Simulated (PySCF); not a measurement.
H₂S₂, SMILES SS.

Geometry: B3LYP-D3(BJ)/def2-TZVP.

These are B3LYP-D3(BJ)/def2-TZVP (PySCF) values and carry that method's errors.

Frequencies are harmonic and unscaled.

Estimate the vibrational spectrum. (An estimate is asked for; the answer gives what the named calculation found.)


```tsv
mode	ν (cm⁻¹)	IR (km/mol)	moving atoms (share of kinetic energy)
1	450	13.6	H 95 %
2	503	0.1	S 99 %
3	896	0.0	H 97 %
4	900	6.6	H 94 %
5	2624	1.8	H 97 %
6	2627	5.9	H 97 %
```
